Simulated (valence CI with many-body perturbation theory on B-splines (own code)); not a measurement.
**Se XX: what the settings do**

Computed by relativistic CI+MBPT: five valence electrons over a frozen Dirac-Fock core [Ne], radial functions for each j: 6 s, 6 p, 5 d, 3 f, 1 g, with the one-electron correlation potential Σ1, the two-electron term Σ2, the three-electron term Σ3, Breit, model QED; selected CI, second order for the rest, scaled by the run's own slope (own B-spline code, finite nucleus).

No measured levels were compared; by estimate levels of excited configurations hold to 0.05 to 0.15 % of their energy, terms of the ground configuration to about 0.5 %. Among the levels kept, up to 1100 cm⁻¹ of a level comes from second order outside the variational space, and about a tenth of that is noise between levels of different J, which matters for small intervals.

The reference run has the lowest level 3s²3p³ ⁴S°_3/2 and an ionisation energy of 790.504 eV. Its largest variational space holds 10000 state functions.

Names give the largest LS component (configuration and term), which can be under half, so a name can repeat, a term be missing and a line seem to break the LS rules; names also repeat where a configuration has a term twice.

Changed runs:
A. Breit term on → off
B. Breit term on → off; QED terms on → off
C. logarithmic knot step 0.27 → 0.33
D. start configuration 3s2 3p3 → 3s2 3p4 (bad on purpose)

Excitation energies of the reference run in cm⁻¹, and shifts in cm⁻¹:

```csv
Level,Reference,A,B,C
3s²3p³ ²D°_3/2,65285,+422,+366,+0.5
3s²3p³ ²D°_5/2,88487,+1110,+1011,+0.8
3s²3p³ ²P°_1/2,130982,+788,+706,+0.9
3s²3p³ ²P°_3/2,175484,+2112,+1895,+1.9
3s3p⁴ ⁴P_5/2,458209,-23,+1528,+5.1
3s3p⁴ ⁴P_3/2,497619,+546,+1988,+5.7
3s3p⁴ ⁴P_1/2,508548,+560,+2006,+5.8
3s3p⁴ ²D_3/2,569699,+610,+1860,+5.6
3s3p⁴ ²D_5/2,586356,+1355,+2616,+6.0
3s²3p²3d ²P_3/2,643064,+1460,+2173,+5.4
3s3p⁴ ²S_1/2,650966,+889,+1965,+5.7
3s²3p²3d ⁴F_3/2,662391,+1115,+1337,+4.4
Ionisation energy (eV),790.504,+0.229,+0.227,-0.0002
```

Run D: It gave no result: the electrons of core and valence do not add up to the charge. The program said: "core and valence hold 16 electrons, the ion has 15".
